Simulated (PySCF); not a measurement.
HfO2, SMILES [O]=[Hf]=[O], multiplicity 1. Atoms are numbered in the order given.

```xyz
3

Hf     0.0000     0.0000     0.1965
O      0.0000    -1.4334    -0.8843
O      0.0000     1.4334    -0.8843
```
Charge 0, spin multiplicity 1.

Coordinates come from a PBE-D3(BJ)/def2-TZVP optimisation. The multiplicity is an assumed one; other spin states were not compared. The isomer is the one that the SMILES or the coordinates give; other isomers of the formula were not compared. The def2 effective core potentials stand for the cores of Hf; spin–orbit coupling is left out.

Computed with PySCF with HF/def2-TZVPD.

Mulliken values depend strongly on the basis, most of all with diffuse functions as here. ESP charges are fitted to the potential on shells at 1.4 to 2.0 van der Waals radii. Atomic charges (e):

```
atom  ESP fit  Mulliken
----  -------  --------
Hf1      1.95      1.67
O2      -0.97     -0.83
O3      -0.97     -0.83
```
